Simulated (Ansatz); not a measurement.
```yaml
crystal:
  periodic: [false, false, false]
  atoms:
    - {symbol: C, position_ang: [-1.733228, 0.939028, 1.363983]}
    - {symbol: O, position_ang: [-0.694698, 0.010107, 1.366944]}
    - {symbol: In, position_ang: [0.502904, -0.361946, -0.197233]}
    - {symbol: C, position_ang: [-0.006088, 0.844250, -1.894942]}
    - {symbol: C, position_ang: [1.909209, -1.864236, 0.370168]}
    - {symbol: H, position_ang: [-1.574191, 1.703872, 2.137204]}
    - {symbol: H, position_ang: [-1.854402, 1.470498, 0.406146]}
    - {symbol: H, position_ang: [-2.693194, 0.450819, 1.583631]}
    - {symbol: H, position_ang: [0.634050, 0.622333, -2.748212]}
    - {symbol: H, position_ang: [-1.045971, 0.662354, -2.171387]}
    - {symbol: H, position_ang: [0.098241, 1.899157, -1.635537]}
    - {symbol: H, position_ang: [1.700392, -2.161133, 1.397535]}
    - {symbol: H, position_ang: [1.828586, -2.734507, -0.282639]}
    - {symbol: H, position_ang: [2.928371, -1.480588, 0.304330]}
basis:
  gaussian: {orbitals: def2-TZVP, nuclear_model: gaussian}
total_charge: 1
magnetization: {spin_polarized: true, initial_magnetization: 1}
hamiltonian: {xc: {name: HF}}
correlation: {method: mp2, frozen_orbitals: {C: 9}}
accuracy: high
scf: {lower_state_search: full}
output: {forces: true}
```

```sh
$ ansatz run in.yaml --threads 4 --pin off --events-out ev --progress --plain --max-ram 10444MiB
```

It prints (some lines left out):

```
Functional definition: HF
Error: "frozen_orbitals" has no count for O
```

Something in this input is off. What?

Frozen orbitals are typed for one element alone, and the program wants a count for each. The program refused the input.
